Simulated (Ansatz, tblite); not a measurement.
Forces on cis-[IrF2(NH3)4]+ (IrN₄F₂H₁₂⁺) at its PBE0-D4/def2-SVP geometry. The state is a singlet with charge 1.

In the def2 sets Ir takes a core potential; there is no spin–orbit coupling. The xTB rows come from tblite.

GFN2-xTB (tblite), largest force 1.73 eV/Å:

```xyz
19
positions Å, forces eV/Å
Ir   -0.153   -0.220   -0.066   -0.958   -1.375   -0.412
F     0.272   -1.822   -1.119   -0.046    0.352    0.214
N    -0.748    1.432    1.080   -0.035    0.495    0.286
H    -1.721    1.170    1.297    0.259    0.183    0.004
H    -0.774    2.342    0.615   -0.033   -0.192    0.058
H    -0.268    1.585    1.969   -0.110   -0.073   -0.150
F    -2.013   -0.677    0.372    0.386    0.136   -0.068
N     1.840    0.135   -0.611    0.527    0.212   -0.075
H     2.039   -0.714   -1.160    0.064    0.280    0.134
H     2.532    0.181    0.140   -0.142   -0.060   -0.133
H     2.026    0.938   -1.214   -0.063   -0.174    0.076
N    -0.953    0.495   -1.842   -0.042    0.359   -0.345
H    -1.969    0.418   -1.717    0.133   -0.040   -0.018
H    -0.703   -0.216   -2.540   -0.066    0.060    0.110
H    -0.747    1.415   -2.234   -0.060   -0.104   -0.012
N     0.316   -1.409    1.569    0.242   -0.071    0.431
H     0.948   -1.127    2.320   -0.072   -0.086   -0.044
H     0.670   -2.282    1.160   -0.091    0.100    0.036
H    -0.593   -1.645    1.984    0.108   -0.001   -0.092
```

PBE-D4/def2-TZVP (Ansatz), largest force 0.81 eV/Å:

```
Ir 0.447 0.642 0.191
F 0.081 -0.500 -0.310
N -0.013 0.011 0.007
H -0.180 -0.023 0.052
H 0.028 0.113 -0.083
H 0.101 0.009 0.107
F -0.556 -0.181 0.106
N 0.016 -0.006 -0.006
H 0.063 -0.145 -0.103
H 0.067 0.023 0.124
H -0.002 0.132 -0.064
N -0.032 -0.034 -0.029
H -0.155 0.023 0.028
H 0.063 -0.086 -0.116
H 0.045 0.137 -0.035
N -0.025 -0.048 0.004
H 0.095 0.064 0.095
H 0.088 -0.120 -0.057
H -0.131 -0.011 0.087
```

PBE0-D4/def2-TZVP (Ansatz), largest force 0.26 eV/Å:

```
Ir 0.132 0.190 0.056
F -0.023 -0.077 -0.035
N -0.142 0.149 0.133
H 0.238 0.079 -0.047
H 0.032 -0.239 0.094
H -0.089 -0.054 -0.233
F -0.069 -0.054 -0.004
N 0.222 -0.035 -0.099
H -0.034 0.214 0.134
H -0.199 -0.001 -0.166
H -0.075 -0.182 0.163
N -0.146 -0.027 -0.211
H 0.244 0.046 -0.017
H -0.036 0.187 0.163
H -0.040 -0.229 0.117
N -0.023 -0.217 0.138
H -0.157 -0.052 -0.201
H -0.057 0.222 0.097
H 0.222 0.080 -0.083
```
